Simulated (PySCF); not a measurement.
Species: C7H8N (doublet state).
Structure used (GFN2-xTB), in Å, numbered top down from 1:
```
atom  x, y, z in Å
C1     3.101    0.260    0.720
C2     1.949    0.205    0.335
C3     0.671    0.148   -0.140
C4    -0.203    1.350   -0.225
C5    -1.539    1.063    0.425
N6    -1.965   -0.049    0.811
C7    -1.185   -1.239    0.675
C8    -0.046   -1.134   -0.369
H9     4.090    0.302    1.063
H10    0.260    2.222    0.243
H11   -0.417    1.612   -1.270
H12   -2.194    1.916    0.565
H13   -0.768   -1.469    1.662
H14   -1.873   -2.048    0.410
H15   -0.507   -1.136   -1.363
H16    0.620   -1.993   -0.284
```

The hyperfine couplings belong to this conformer and change with its torsions.

As a line formula: `C1[C](C#C)CCN=C1` [radical].

The calculation used PySCF, UKS B3LYP, pcH-1 on C H N, non-relativistic, mean-field spin-orbit, GIAO. Isolated species at its GFN2-xTB geometry (one conformer only). The geometry wasn't refined by DFT: couplings that depend on bond lengths, twists or pyramidal angles can differ widely from those at the functional's own minimum. Stability of the SCF solution: not tested.

Question: Where do the isotropic ENDOR lines of N6, H10/H11, H9, H15/H16, H12 and H13/H14 fall at 344.9 mT, to first order?

Answer: For S = 1/2 in fast tumbling each set of equivalent nuclei gives two lines, ν± = |νn ± a/2| to first order, with νn = g_N μN B/h and μN/h = 7.62259 MHz/T.

```
 nuclei  isotope     g_N  νn (MHz)  a_iso (MHz)  lower line (MHz)  upper line (MHz)
     N6      14N  0.4038      1.06         4.75              1.31              3.44
H10/H11       1H  5.5857     14.68        42.85              6.74             36.11
     H9       1H  5.5857     14.68       -39.62              5.12             34.49
H15/H16       1H  5.5857     14.68        30.87              0.75             30.12
    H12       1H  5.5857     14.68         9.97              9.70             19.67
H13/H14       1H  5.5857     14.68         5.75             11.81             17.56
```

Question: Which pairs are centred on the nuclear Larmor frequency, and which on half the coupling?

Answer: Centred on νn, since |a| < 2νn: H12 and H13/H14. Centred on |a|/2 and split by 2νn: N6, H10/H11, H9 and H15/H16.

Question: At what field would the lower line of N6 fall to zero frequency?

Answer: Where νn = |a|/2, that is B = 2.38 MHz/(0.4038 × 7.62259 MHz/T) = 772 mT, as far as first order holds there.

Nuclei that the bonding pattern makes equivalent are averaged, as if the motion that swaps them (rotation, inversion, ring flip) were fast. The 1H value of +42.9 MHz is a mean of couplings from 4.8 to 80.9 MHz in this one geometry, not an average over conformers. The 1H value of +30.9 MHz is a mean of couplings from 3.4 to 58.3 MHz in this one geometry, not an average over conformers.

The largest Mulliken spin populations are on C3 (+0.72), C1 (+0.52) and C2 (-0.25). The positive populations add up to 1.39 and the negative ones to -0.39, together 2S = 1. The angles at C3 add up to 359.0°, so it is planar.
